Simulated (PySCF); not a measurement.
**Ti³⁺ (titanium, charge +3): UHF calculation**

Configuration: [Ar] 3d1, 2D determinant. All numbers are calculated (PySCF 2.14, the spin-free X2C one-electron Hamiltonian (Gaussian nucleus), in jorge-DZP-DKH).

| Property | Result |
| --- | --- |
| Total energy | -851.060774 hartree |
| One-electron energy | -1142.6086 hartree |
| Hartree (Coulomb) energy | 332.1586 hartree |
| Exchange energy | -40.6107 hartree |
| ⟨S²⟩ | 0.7513 |
| ⟨L²⟩ | 6.014 |
| Sum of ⟨r⟩ | 12.14 bohr |
| Sum of ⟨r²⟩ | 13.00 bohr² |
| Traceless quadrupole moment −½Σ⟨3z² − r²⟩ along its main axis | 0.524 e·bohr² |
| Langevin diamagnetic susceptibility | -10.3 ×10⁻⁶ cm³/mol |
| Time after the integrals | 0.11 s of wall time on 1 thread of Neoverse-V2 (shared host) |

```tsv
shell	electrons	mean orbital energy (hartree)	spread (hartree)	rms radius, mean of both spins (bohr)
1s β	1	-185.66265	0	0.0804
1s α	1	-185.66210	0	0.0804
2s α	1	-22.93853	0	0.350
2s β	1	-22.91880	0	0.350
2p α	3	-19.11109	0.00280	0.320
2p β	3	-19.09141	0.02665	0.320
3s α	1	-4.14178	0	1.07
3s β	1	-4.06982	0	1.07
3p α	3	-3.03110	0.04699	1.15
3p β	3	-2.94212	0.07126	1.15
3d α	1	-1.59204	0	1.40
```

Densities and radii are taken from the X2C orbitals without a picture-change correction, which distorts them close to the nucleus.
